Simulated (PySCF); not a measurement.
Spinor energies of Pb³⁷⁺ (lead, charge +37)

Start: [Kr] 4d9; 4d3/2 filled at m_j = -3/2, -1/2, +1/2, +3/2; 4d5/2 filled at m_j = -3/2, -1/2, +1/2, +3/2, +5/2. Calculated with PySCF 2.14 in an even-tempered Gaussian basis (17 s from 4.1 bohr⁻², ratio 2.8; 14 p from 5.4 bohr⁻², ratio 2.8; 9 d from 5.4 bohr⁻², ratio 2.8; 3 f from 25 bohr⁻², ratio 3): generalised Hartree-Fock with the X2C-1e Hamiltonian and a Gaussian nucleus; one run each with spin-orbit coupling (SO) switched off, then screened by Boettger's factors.

```
spinor shell  electrons  ε, spin-free (eV)  ε, screened SO (eV)  weight of nominal j (screened SO)  rms radius, screened SO (bohr)
       1s1/2          2           -90037.9             -89999.3                              1.000                          0.0181
       2s1/2          2           -17527.0             -17514.7                              1.000                          0.0731
       2p1/2          2           -15271.8             -16856.7                              1.000                          0.0618
       2p3/2          4           -15271.8             -14662.2                              1.000                          0.0701
       3s1/2          2            -5431.2              -5427.2                              1.000                           0.185
       3p1/2          2            -4773.1              -5134.3                              1.000                           0.177
       3p3/2          4            -4773.1              -4630.7                              1.000                           0.193
       3d3/2          4            -4094.9              -4158.0                              1.000                           0.169
       3d5/2          6            -4094.9              -4049.9                              1.000                           0.173
       4s1/2          2            -2287.9              -2286.6                              1.000                           0.384
       4p1/2          2            -2044.2              -2155.3                              1.000                           0.385
       4p3/2          4            -2044.2              -1999.4                              1.000                           0.416
       4d3/2          4            -1776.0              -1794.3                              0.997                           0.403
       4d5/2          5            -1776.0              -1762.7                              0.997                           0.412
```

```csv
quantity,spin-free,screened SO
E (hartree),-20078.63410,-20117.07729
M_J,5/2,5/2
⟨J²⟩,8.750,8.750
⟨L²⟩,6.000,6.134
⟨S²⟩,0.750,0.884
```

Each row is a mean over spinors that exchange with the open shell spreads, by up to 16.319 eV (4p3/2).

Breit and QED terms are absent; they matter most for the inner s and p1/2 levels.

Densities and radii are taken from the X2C orbitals without a picture-change correction, which distorts them close to the nucleus.

Without spin-orbit coupling the j labels of p, d and f shells carry no meaning; the spin-free column gives the mean over the occupied spinors of each nl shell.
